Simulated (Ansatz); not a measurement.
A nudged elastic band was laid between two geometries of AsH3O2 (6 atoms, charge 0, multiplicity 1).

All numbers below come from RKS PBE0/def2-mTZVP in Ansatz 0.2.0.

```
movable images  : 7
climbing image  : yes
spring          : 5.0 eV/Å²
optimiser       : quadratic models (default)
start path      : IDPP
force threshold : 0.03 eV/Å
iteration limit : 60
end points      : relaxed
```

First end point:

```xyz
6
Properties=species:S:1:pos:R:3
O -1.355 -0.043 -0.479
As 0.414 0.251 -0.585
O 0.933 -0.139 1.090
H -1.570 -0.867 -0.931
H 0.237 1.725 -0.237
H 1.384 -0.991 1.095
```

Last end point:

```xyz
6
Properties=species:S:1:pos:R:3
O -0.757 -0.315 -1.272
As 0.707 0.320 -0.466
O 0.522 -0.378 1.184
H -1.548 -0.135 -0.750
H 0.100 1.647 0.018
H 1.019 -1.202 1.240
```

What changes between the two ends?

No bond is made or broken. The dihedral H4–O1–As2–O3 goes from -106 to 51°.

Give the energies along the band, and the barrier.

It converged. The highest image is number 4 of 0 to 8, 2.5 kcal/mol above the first end and 3.4 kcal/mol above the last; the last end lies 1.0 kcal/mol below the first. A vibrational analysis at the climbing image gives one clearly imaginary mode, 361i cm⁻¹: a first-order saddle point.

```tsv
image	path coordinate (Å)	energy (kcal/mol)	dihedral H4–O1–As2–O3 (°)
0	0.00	0.0	-106
1	0.21	0.3	-87
2	0.42	1.1	-69
3	0.63	2.0	-50
4	0.84	2.5	-30
5	1.07	1.8	-7
6	1.30	0.4	15
7	1.54	-0.6	35
8	1.77	-1.0	51
```

What is the geometry of the highest image?


```xyz
6
Properties=species:S:1:pos:R:3
O -1.073 0.039 -1.081
As 0.599 0.393 -0.526
O 0.513 -0.383 1.098
H -1.370 -0.784 -0.674
H 0.232 1.785 0.009
H 1.141 -1.114 1.127
```

What are the harmonic wavenumbers there?

361i, 239, 365, 651, 673, 798, 863, 1020, 1091, 2149, 3860, 3866 cm⁻¹.

Run time: 2.6 min on 1 thread of Intel(R) Xeon(R) Processor (shared host), peak memory 0.2 GiB.
